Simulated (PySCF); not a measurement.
Compound: C7H6N (charge -1).
Numbering: `[CH:1]#[C:2][c:3]1[n-:4][cH:5][cH:6][c:7]1[CH3:8]`

Geometry (GFN2-xTB, Å), atoms numbered from 1 in this order:
```xyz
14
C7H6N angstrom
C      2.804   -1.205    0.332
C      1.612   -1.045    0.233
C      0.233   -0.830    0.119
N     -0.677   -1.844    0.194
C     -1.868   -1.257    0.046
C     -1.764    0.121   -0.124
C     -0.399    0.409   -0.076
C      0.261    1.745   -0.214
H      3.841   -1.356    0.416
H     -2.775   -1.851    0.068
H     -2.575    0.825   -0.260
H      0.804    1.827   -1.163
H      0.986    1.913    0.588
H     -0.482    2.545   -0.181
```

Definitions: NICS(0) = −σiso at the ring centroid; NICS(1) = −σiso and NICS(1)zz = −σzz at ±1 Å along the ring normal z. Level: GIAO PBE0/pcSseg-1 (PySCF, non-relativistic, gas phase) on the GFN2-xTB geometry, one conformer.

Ring bond lengths (Å), with Mayer bond orders in brackets: C3–N4 1.364 (1.37), N4–C5 1.336 (1.54), C5–C6 1.391 (1.35), C6–C7 1.397 (1.44), C7–C3 1.405 (1.31).

Problem. Give the NICS values of each ring in ppm.

Solution. 
| ring | type | NICS(0) | NICS(1), two faces | NICS(1)zz, two faces | rms pucker (Å) | centre to ring atoms, mean (Å) |
| --- | --- | --- | --- | --- | --- | --- |
| C3–N4–C5–C6–C7 | 5-membered ring with N; formal bonds all aromatic | -12.5 | -11.6 / -11.6 | -29.3 / -29.1 | 0.00 | 1.17 |

Problem. What do they say, and how far can they be read as aromaticity?

Solution. 
- C3–N4–C5–C6–C7: mean NICS(1)zz -29.2 ppm, shielded. The ring is flat and has no four-coordinate atom; by the NICS criterion it is aromatic.

Problem. And the bond-length index? HOMA takes Krygowski's 1993 parameters.

Solution. 
- C3–N4–C5–C6–C7: HOMA 0.96; the largest term is that of C3–N4, α(R − Ropt)² = 0.09. The geometric and the magnetic index point the same way.

Problem. Give the inner angles of the rings and the Hirshfeld charges of the ring atoms.

Solution. 
- C3–N4–C5–C6–C7: C3 111.3° (-0.049 e), N4 105.2° (-0.280 e), C5 112.5° (-0.105 e), C6 105.9° (-0.169 e), C7 105.2° (-0.070 e); sum 540.0° against 540° for a flat convex ring.

The run took 15 s wall on one thread, Arm Neoverse V2 (aarch64), on a shared host, and the process peaked at 0.74 GiB of memory. This is the whole shielding run at PBE0/pcSseg-1, SCF included.
